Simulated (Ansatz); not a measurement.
The cluster H₃Au₃. The state is a singlet with charge 0. Geometry PBE-D4/def2-TZVP.

```xyz
6

Au    0.085    0.544    0.599
Au   -0.380   -1.214   -1.311
Au   -2.411   -0.198    0.097
H     0.989   -1.644   -1.974
H     0.124    1.586    1.761
H     1.594    0.926    0.828
```

In the def2 sets Au takes a core potential; there is no spin–orbit coupling. HSE06 is defined as in plane-wave codes, on full-range PBE exchange. Another isomer (singlet) lies 0.24 eV lower at PBE0-D4/def2-TZVP; other spin states weren't run for this one.

**Question.** Estimate the orbital energies around the gap (eV) in Ansatz with PBE-D4/def2-TZVP, r2SCAN-D4/def2-TZVP, r2SCANh-D4/def2-TZVP, PBE0-D4/def2-TZVP, HSE06-D4/def2-TZVP.

**Answer.** 
| orbital | PBE-D4/def2-TZVP | r2SCAN-D4/def2-TZVP | r2SCANh-D4/def2-TZVP | PBE0-D4/def2-TZVP | HSE06-D4/def2-TZVP |
| --- | --- | --- | --- | --- | --- |
| HOMO−9 | -8.19 | -8.51 | -9.04 | -9.59 | -9.18 |
| HOMO−8 | -8.02 | -8.30 | -8.84 | -9.45 | -9.05 |
| HOMO−7 | -7.74 | -7.98 | -8.55 | -9.20 | -8.79 |
| HOMO−6 | -7.66 | -7.96 | -8.48 | -9.06 | -8.67 |
| HOMO−5 | -7.46 | -7.69 | -8.21 | -8.83 | -8.43 |
| HOMO−4 | -7.29 | -7.55 | -8.12 | -8.78 | -8.38 |
| HOMO−3 | -7.20 | -7.48 | -8.06 | -8.74 | -8.33 |
| HOMO−2 | -7.09 | -7.33 | -7.89 | -8.56 | -8.16 |
| HOMO−1 | -7.05 | -7.31 | -7.75 | -8.18 | -7.79 |
| HOMO | -6.41 | -6.57 | -6.88 | -7.17 | -6.80 |
| LUMO | -3.68 | -3.60 | -3.34 | -2.99 | -3.34 |
| LUMO+1 | -2.81 | -2.59 | -2.32 | -2.06 | -2.40 |
| LUMO+2 | -2.15 | -1.91 | -1.64 | -1.39 | -1.74 |
| LUMO+3 | -1.79 | -1.53 | -1.34 | -1.20 | -1.54 |
| LUMO+4 | 0.22 | 0.65 | 0.83 | 0.84 | 0.50 |
| LUMO+5 | 0.46 | 0.88 | 1.06 | 1.07 | 0.74 |
